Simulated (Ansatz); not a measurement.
Reaction (formal exchange of groups at the Si–C bond): `F[Si@H]1N[C@@H]1[SiH3]` + `C#CCC` → `C#CCC[SiH3]` + `F[SiH]1CN1`

Computed with Ansatz on PBE0-D4/def2-TZVP structures; ΔE is electronic, products minus reactants. CCSD(T)/CBS adds triple-zeta CCSD(T) − MP2 to the extrapolated MP2 energy (def2 sets, frozen cores). DFT in def2-TZVPP. B3LYP here is the variant with VWN-RPA as its local correlation; programs differ in this. One conformer a species, not always the lowest.

```csv
level,ΔE (kcal/mol),difference from CCSD(T)/CBS
PBE0-D4,3.8,-0.2
ωB97X-V,3.4,-0.6
PBE,3.9,-0.1
r2SCAN,4.3,0.3
PBE0,3.6,-0.4
B3LYP,3.5,-0.5
SCS-MP2/def2-TZVPP,3.8,-0.2
CCSD(T)/def2-TZVPP,3.9,-0.1
SCS-MP2/def2-QZVPP,3.9,-0.1
MP2/CBS(def2),4.2,0.2
CCSD(T)/CBS,4.0,0
```

Largest T1 diagnostic among the species: 0.013.

In def2-TZVPP, CCSD(T) changes the Hartree–Fock value by +0.8 kcal/mol (the triples alone add +0.3 kcal/mol) and MP2 by +0.9 kcal/mol.
